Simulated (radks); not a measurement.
Results of a calculation; reference values are marked as such.
Q: All-electron atom: the calcium ion Ca+ in [Ar] 3d1 (not the ground configuration). Code: a radial shooting solver on a logarithmic mesh with Libxc functionals. Model: Dirac Kohn-Sham, PBEsol, spin-unpolarised, spherical densities, finite nucleus; open shells fill j = l - 1/2 first; Fermi nuclear charge, rms radius 3.4776 fm.

Spin-orbit splittings of the eigenvalues, e(l+1/2) - e(l-1/2), with zeta = 2 splitting/(2l+1) and mean radii in bohr:

shell  occ.  splitting (eV)  zeta (eV)  <r> j=l-1/2  <r> j=l+1/2
2p        6               ?          ?       0.3262       0.3287
3p        6          0.3731     0.2487        1.285        1.294
3d        1         0.01552   0.006208        2.354        2.360

Estimate the 2p splitting.

A: 3.684 eV (zeta = 2.456 eV).
